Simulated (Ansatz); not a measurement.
Frontier orbitals of CH$_{3}$Cl$_{3}$Hf (`[CH3][Hf]([Cl])([Cl])[Cl]`).

The species carries charge 0 and has multiplicity 1. Correlated methods include outer-core shells of Hf, which these sets cover unevenly. Hf: def2 effective core potential. The geometry is a stationary point of PBE0-D4/def2-TZVP. Basis def2-TZVPP, Ansatz.

Orbital energies of one run (eV). Highest occupied ones, from the top: -7.18, -8.04, -8.25, -8.25, -8.52, -8.68, -8.68, -9.26, -9.26, -9.80, -10.12, -10.12, -17.00, -20.08. Empty: -2.49, -2.49, -1.68, -1.68, -1.17, -0.72.

(1) Which functional gave them?
A. LC-ωPBE
B. r2SCAN0
C. revPBE
D. ωB97X-V

Answers

(1) C. HOMO energies: revPBE -7.18, LC-ωPBE -11.45, ωB97X-V -11.06, r2SCAN0 -8.81 eV.

LC-ωPBE has ω = 0.4 bohr⁻¹.
